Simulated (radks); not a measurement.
Task: These are the eigenvalues of the occupied orbitals of an atom or ion with whole-number occupations (eV). Method: Dirac Kohn-Sham, PBE, spin-unpolarised, spherical densities, finite nucleus; Fermi nuclear charge, rms radius of each element as measured or else 0.836 A^(1/3) + 0.57 fm; computed with a radial shooting solver on a logarithmic mesh with Libxc functionals.

1s1/2: -25316.17
2s1/2: -3728.030
2p1/2: -3464.585
2p3/2: -3289.258
3s1/2: -684.9834
3p1/2: -580.1761
3p3/2: -549.2352
3d3/2: -363.7036
3d5/2: -357.4732
4s1/2: -96.8805
4p1/2: -63.9470
4p3/2: -58.8682
4d3/2: -9.6449
4d5/2: -9.0826
5p1/2: -1.7253

Which element is it, and in what charge state? The configuration may be excited. Open shells, if any, fill j = l - 1/2 first.

Result: Z = 47, silver, charge 0: Ag in [Kr] 4d10 5p1. The list shows which subshells hold electrons but not how many an open one holds; the 1s level, -930.35 hartree, gives Z - s = 43.1 by -(Z - s)^2/2, which with screening and relativity narrows Z to a few neighbours, and the depths of the outer levels then fix element, charge and occupations together.
